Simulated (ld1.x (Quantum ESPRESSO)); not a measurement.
ruthenium, PAW: configuration errors across variants

ruthenium (Ru), PAW, made with ld1.x (Quantum ESPRESSO) 7.5 (PBE, scalar-relativistic). Core [Ar] 3d10, reference 4s2 4p6 4d7 5s0.75 5p0.25. Waves: 4s (bound): rcut 1.35, rcutus 1.50 bohr; 5s (bound): rcut 1.35, rcutus 1.50 bohr; 4p (bound): rcut 1.70, rcutus 2.20 bohr; 5p (bound): rcut 1.70, rcutus 2.20 bohr; 4d (bound): rcut 1.10, rcutus 1.45 bohr; 4d channel at -0.05 Ry: rcut 1.10, rcutus 1.45 bohr. Local part: all-electron potential smoothed inside 1.60 bohr (lloc = -2). Core correction: Bessel-smoothed model core inside 1.50 bohr. Augmentation charge: BESSEL, radius 1.20 bohr.

All-electron excitation energies from the reference (eV): (1) 4s2 4p6 4d7 5s1 5p0 -0.838; (2) 4s2 4p6 4d7 5s0 5p0 6.455; (3) 4s2 4p6 4d6 5s0 5p0 24.641; (4) 4s2 4p6 4d6 5s1 5p0 9.274; (5) 4s1 4p6 4d7 5s1 5p0 81.852; (6) 4s2 4p6 4d6 5s1 5p1 4.816.

Tests that are not counted but printed errors over 1 eV. “base”: 4s2 4p6 4d4 5s0 5p0 (solver errors, printed error -1446 eV). “waves 4d (bound): rcut 1.10, rcutus 1.46 bohr; 4d channel at -0.05 Ry: rcut 1.10, rcutus 1.46 bohr”: 4s2 4p6 4d4 5s0 5p0 (solver errors, printed error -1454 eV). “waves 4s (bound): rcut 1.35, rcutus 1.66 bohr; 5s (bound): rcut 1.35, rcutus 1.66 bohr”: 4s2 4p6 4d4 5s0 5p0 (solver errors, printed error -1436 eV). “wave 4d channel at -0.05 Ry: rcut 1.10, rcutus 1.45 bohr becomes 4d channel at -0.26 Ry: rcut 1.10, rcutus 1.45 bohr”: 4s2 4p6 4d4 5s0 5p0 (solver errors, printed error -1283 eV).

1 further variants failed, have other tests or too few solved ones, and are left out.

Errors AE − PS in meV (a dash: test not solved or not reliable):

```csv
change,(1),(2),(3),(4),(5),(6),bound ghosts
base,+0.4,-1.4,-1.4,+0.7,-25,+19,none
"waves 4d (bound): rcut 1.10, rcutus 1.46 bohr; 4d channel at -0.05 Ry: rcut 1.10, rcutus 1.46 bohr",+0.4,-1.4,-1.5,+0.5,-25,+19,none
"waves 4s (bound): rcut 1.35, rcutus 1.66 bohr; 5s (bound): rcut 1.35, rcutus 1.66 bohr",+0.3,-1.5,-1.7,+1.0,-28,+16,none
core correction Bessel-smoothed model core inside 0.86 bohr,+0.4,-1.4,-1.3,+0.6,-18,–,none
"wave 4d channel at -0.05 Ry: rcut 1.10, rcutus 1.45 bohr becomes 4d channel at -0.26 Ry: rcut 1.10, rcutus 1.45 bohr",+0.7,-3.5,-21,-11,-39,+9.5,none
```

Problem. Give the same row for: augmentation BESSEL, radius 0.95 bohr.

Solution. +0.5, -0.4, -1.5, +1.0, -40, –; bound ghosts: none.
